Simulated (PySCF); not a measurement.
A run for PySCF: R-B3LYP/3-21G on C2H7N (SMILES CNC), a point of a torsion scan.

```python
from pyscf import gto, scf, dft, mp
from pyscf.data.elements import chemcore

mol = gto.M(
    atom='''
    C     1.27217155    0.21603222    0.01065213
    N    -0.05260667   -0.15855047   -0.47284622
    C    -0.18970865   -1.56115074   -0.80184000
    H     1.94099931   -0.64630613    0.03889007
    H     1.18316271    0.60727504    1.02756372
    H     1.73679246    0.98410292   -0.60922589
    H    -0.30524651    0.40386830   -1.27769326
    H     0.51560869   -1.91097801   -1.57247242
    H    -1.20445343   -1.74146631   -1.15352607
    H    -0.02935473   -2.14917237    0.10215245
    ''',
    basis='3-21g',
    charge=0, spin=0, verbose=3, max_memory=1800)
mf = dft.RKS(mol, xc='b3lyp')
mf.conv_tol = 1e-8
mf.max_cycle = 100
mf.kernel()
if not mf.converged:
    mf = mf.newton().run(mf.mo_coeff, mf.mo_occ)
```

The log:

```
converged SCF energy = -134.414969365469
```

The run converged.

Cost: around 2.6 core-seconds (rough).
